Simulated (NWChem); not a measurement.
System: Si$_{3}$H$_{7}$Cl; SMILES [SiH3][SiH2][SiH2]Cl

```xyz
11

Si    -0.8378     2.2768     0.2133
Si     1.0267     0.9547    -0.3492
Si     0.8034    -1.2949     0.3024
Cl    -0.9402    -2.1197    -0.5146
H     -1.1109     2.1786     1.6733
H     -0.5693     3.7015    -0.1256
H     -2.0423     1.8246    -0.5318
H      1.2726     1.0040    -1.8186
H      2.2470     1.4831     0.3311
H      0.6998    -1.4263     1.7795
H      1.9443    -2.1242    -0.1671
```
Atoms are numbered in this order, from 1.

All runs use the structure optimised with B3LYP/6-31G* (spherical d).

Q: Give the principal values of the shielding tensors (ppm) of Si1, Si2, Si3, Cl4 from PBE/pcSseg-1, GIAO (NWChem), with their diamagnetic and paramagnetic parts as GIAO splits them.

A: 
```json
[
 {"atom": "Si1", "σ11": "440.6", "σ22": "446.4", "σ33": "455.0", "isotropic": "447.3", "diamagnetic": "881.5", "paramagnetic": "-434.1"},
 {"atom": "Si2", "σ11": "436.1", "σ22": "449.9", "σ33": "458.5", "isotropic": "448.2", "diamagnetic": "882.2", "paramagnetic": "-434.0"},
 {"atom": "Si3", "σ11": "274.0", "σ22": "334.4", "σ33": "433.2", "isotropic": "347.2", "diamagnetic": "880.4", "paramagnetic": "-533.2"},
 {"atom": "Cl4", "σ11": "960.1", "σ22": "1038.1", "σ33": "1053.8", "isotropic": "1017.3", "diamagnetic": "1148.6", "paramagnetic": "-131.2"}
]
```
